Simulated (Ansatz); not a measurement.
Stepwise reaction of `C[O][In]([OH])[OH]` with hydrogen sulfide, as a gas-phase model of exchange steps in deposition or etching. ΔE in kJ/mol.

Gas-phase electronic energies from Ansatz, PBE0-D4/def2-TZVP geometries. CCSD(T)/CBS is the MP2 limit (def2-TZVPP, def2-QZVPP) plus CCSD(T) − MP2 in def2-TZVPP, frozen cores. This one scheme is used for every species. Functionals use def2-TZVPP. B3LYP here is the variant with VWN-RPA as its local correlation; programs differ in this. def2 core potentials past Kr. For In outer-core shells are correlated without core-valence functions, which leaves a few kJ/mol of doubt a bond. Each species was taken in one conformer, which may not be the lowest.

```json
{"step": "2", "reaction": "`C[O][In]([OH])[SH]` + H₂S → `C[O][In]([SH])[SH]` + H₂O", "PBE-D4": "-68.4", "B3LYP-D4": "-66.4", "ωB97M-V": "-66.8", "CCSD(T)/CBS": "-67.8"}
```

Q: Give the row of step 1, `C[O][In]([OH])[OH]` + H₂S → `C[O][In]([OH])[SH]` + H₂O. (Estimate.)

A: Ansatz gave: 
```
step                                                 reaction  PBE-D4  B3LYP-D4  ωB97M-V  CCSD(T)/CBS
   1  `C[O][In]([OH])[OH]` + H₂S → `C[O][In]([OH])[SH]` + H₂O   -69.0     -67.3    -68.3        -69.1
```

Q: By hand: ΔE of the 2 steps together at CCSD(T)/CBS.

A: (-69.1) + (-67.8) = -136.9 kJ/mol, or -68.4 kJ/mol a step.

In ΔE the steps differ by no more than 1.3 kJ/mol. All are downhill at CCSD(T)/CBS. PBE-D4 differs from CCSD(T)/CBS by -0.6 to 0.1 kJ/mol a step. Isolated molecules leave out the surface, adducts and barriers. Largest T1 diagnostic: 0.017.
